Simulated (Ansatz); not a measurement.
Reaction (formal exchange of groups at a B–Si bond): `OB[SiH](O)F` + `F[SiH](F)Cl` → `OB[Si](F)(F)Cl` + `O[SiH2]F`

Isolated molecules relaxed with PBE0-D4/def2-TZVP in Ansatz; ΔE leaves out vibrations. CBS: MP2 limit from def2 TZ/QZ plus the TZ coupled-cluster correction, frozen cores. Functionals use def2-TZVPP. B3LYP here is the variant with VWN-RPA as its local correlation; programs differ in this. One conformer a species, not always the lowest.

`OB[SiH](O)F`:

Cartesian coordinates in Å:
```
O -0.342 -1.547 -1.431
B -0.008 -0.276 -1.124
Si 0.311 0.181 0.823
O -0.728 1.395 1.193
F 1.826 0.690 0.994
H -0.481 -1.697 -2.371
H 0.091 0.543 -2.002
H 0.170 -0.928 1.806
H -0.839 1.639 2.112
```

`F[SiH](F)Cl`:

```xyz
5

F    -1.211   -0.294    0.989
Si   -0.056   -0.057   -0.058
F     0.885   -1.321   -0.026
Cl    1.007    1.568    0.492
H    -0.626    0.104   -1.398
```

`OB[Si](F)(F)Cl`:

```xyz
8

O    -1.655   -0.785   -0.276
B    -0.520   -0.212   -0.711
Si    0.888    0.255    0.656
F     2.327   -0.218    0.183
F     0.653   -0.397    2.080
Cl    0.966    2.278    0.912
H    -2.299   -0.960   -0.970
H    -0.360    0.040   -1.874
```

`O[SiH2]F`:

Z-matrix (Å, degrees):
```
Si
F 1 1.596
O 1 1.630 2 111.0
H 1 1.482 2 106.0 3 121.4
H 1 1.474 2 108.2 3 -116.3
H 3 0.958 1 119.1 2 71.8
```

Question: Is it downhill or uphill in electronic energy at CCSD(T)/CBS, and by how much? (Best estimate.)

Answer: Ansatz gave: Downhill: ΔE = -0.08 eV.

Question: What do these levels give: PBE-D4, BLYP-D4, PBE0-D4, B3LYP-D4, B2PLYP, PBE, r2SCAN0, HF/def2-SVP, SCS-MP2/def2-TZVPP, CCSD/def2-TZVPP, HF/def2-QZVPP, HF/CBS(def2)? (Estimate.)

Answer: Computed: PBE-D4 -0.11, BLYP-D4 -0.12, PBE0-D4 -0.10, B3LYP-D4 -0.11, B2PLYP -0.09, PBE -0.10, r2SCAN0 -0.09, HF/def2-SVP -0.09, SCS-MP2/def2-TZVPP -0.08, CCSD/def2-TZVPP -0.08, HF/def2-QZVPP -0.07, HF/CBS(def2) -0.07 eV.

Largest T1 diagnostic among the species: 0.013.

Leaving LDA and LC-ωPBE aside and taking each functional with its dispersion term where it has one, the values, not all of them listed here, spread over 0.03 eV, from BLYP-D4 to PBE-QIDH.
